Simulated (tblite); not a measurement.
C₇H₁₇AlF₃N.
Cartesian coordinates in Å at the GFN2-xTB level; atoms count from 1:
```
atom  x, y, z in Å
C1     3.825   -0.332    0.512
C2     2.664    0.504   -0.010
C3     1.332   -0.219    0.180
C4     0.174    0.590   -0.388
N5    -1.129    0.036   -0.003
C6    -1.427   -1.217   -0.683
Al7   -1.268   -0.405    2.038
C8    -2.189    1.017   -0.157
C9    -2.260    1.783   -1.478
F10   -1.333    2.745   -1.586
F11   -2.124    1.009   -2.566
F12   -3.448    2.391   -1.593
H13    3.900   -1.269   -0.036
H14    4.763    0.206    0.400
H15    3.683   -0.561    1.565
H16    2.813    0.715   -1.072
H17    2.635    1.459    0.517
H18    1.389   -1.198   -0.297
H19    1.143   -0.366    1.249
H20    0.235    1.599    0.028
H21    0.258    0.660   -1.481
H22   -1.484   -1.112   -1.769
H23   -2.372   -1.602   -0.299
H24   -0.655   -1.939   -0.431
H25   -2.837   -0.498    2.106
H26   -0.502   -1.765    2.144
H27   -0.613    0.946    2.516
H28   -3.154    0.523   -0.017
H29   -2.079    1.764    0.640
```

Calculated harmonic vibrations of the isolated species, GFN2-xTB (tblite), most abundant isotopes, no scaling. This tight-binding method is rough: wavenumbers can miss measured ones by several per cent, in bad cases by 10 to 20. Modes of hydrogen on aluminium can be 10 to 20 % off. One conformer, not necessarily the lowest.

Harmonic wavenumbers (cm⁻¹): 35.9, 47.7, 61.1, 72.4, 100.5, 119.5, 126.6, 158.6, 185.2, 203.6, 233.5, 249.2, 265.5, 268.9, 293.3, 329.9, 380.3, 437.5, 459.3, 474.5, 481.4, 501.0, 516.6, 545.0, 658.8, 762.5, 770.6, 777.5, 801.1, 822.7, 836.4, 897.6, 903.5, 948.1, 957.6, 1035.8, 1047.4, 1065.9, 1084.3, 1096.6, 1111.5, 1121.5, 1148.4, 1165.1, 1173.0, 1215.3, 1239.3, 1260.1, 1271.4, 1284.0, 1305.8, 1307.6, 1354.3, 1372.8, 1414.1, 1417.2, 1423.1, 1455.2, 1464.4, 1472.5, 1478.5, 1493.9, 1501.1, 1503.2, 1642.5, 1652.0, 1689.7, 2904.6, 2911.1, 2931.8, 2966.9, 2970.9, 2974.9, 2985.5, 2986.7, 2992.7, 2994.8, 3035.1, 3036.5, 3044.7, 3048.0.

A = 1055, B = 448.2, C = 369.2 MHz; mass 199.113 u (most abundant isotopes); point group C1, symmetry number 1.

Task: Zero-point energy?

Result: Half the sum of the wavenumbers: 49868 cm⁻¹ = 596.55 kJ/mol.

Task: Entropy at 273.15 K, 1 bar (ideal gas, RRHO, classical rotation)?

Result: Translation 173.06, rotation 132.33, vibration 207.60: S = 513.0 J/(mol K).

Task: And Cp and H(273.15 K) − H(0)?

Result: Cp = 234.27 J/(mol K), of which vibrations give 201.01 (their classical limit is 81 R = 673.5); H(273.15 K) − H(0) = 38.31 kJ/mol without the zero-point energy, 29.23 from vibrations.

Task: Which modes carry the vibrational entropy at 273.15 K?

Result: 35.9 cm⁻¹: 22.17; 47.7 cm⁻¹: 19.82; 61.1 cm⁻¹: 17.78; 72.4 cm⁻¹: 16.38; 100.5 cm⁻¹: 13.70; 119.5 cm⁻¹: 12.30 J/(mol K); the other 75 give 105.45 together.

Task: Blend soft modes into free rotors: weight 1/[1 + (100 cm⁻¹/ν̃)⁴] for the oscillator and the rest for a rotor with moment μB/(μ + B), μ = h/(8π²ν), B = 10⁻⁴⁴ kg m². What vibrational entropy results?

Result: 188.41 J/(mol K) in place of 207.60, which changes −T·S at 273.15 K by +5.24 kJ/mol.

Task: What must be added to the electronic energy to get the Gibbs energy at 273.15 K and 1 bar?

Result: ZPE + [H(273.15 K) − H(0)] − T·S = 596.55 + 38.31 − 140.12 = 494.74 kJ/mol.

Task: How do the functions run with temperature in this model?

Result: 
| T (K) | S (J/(mol K)) | Cp (J/(mol K)) | H − H(0) (kJ/mol) | G − H(0) (kJ/mol) | ln q(vib) |
| --- | --- | --- | --- | --- | --- |
| 100 | 343.6 | 119.1 | 7.50 | -26.86 | 3.60 |
| 200 | 447.8 | 187.0 | 22.91 | -66.64 | 8.59 |
| 300 | 535.8 | 251.9 | 44.84 | -115.89 | 13.36 |
| 500 | 693.7 | 371.6 | 107.69 | -239.15 | 22.38 |
| 800 | 896.4 | 489.2 | 238.44 | -478.65 | 34.93 |
| 1000 | 1011.2 | 539.0 | 341.54 | -669.65 | 42.62 |

q(vib) and H(0) count from the zero-point level.

Hindered rotation and anharmonicity are outside this model. Other conformers, if any are populated, would add a mixing term that is left out. The structure is chiral; the term R ln 2 for an equal mix with its mirror image is left out.
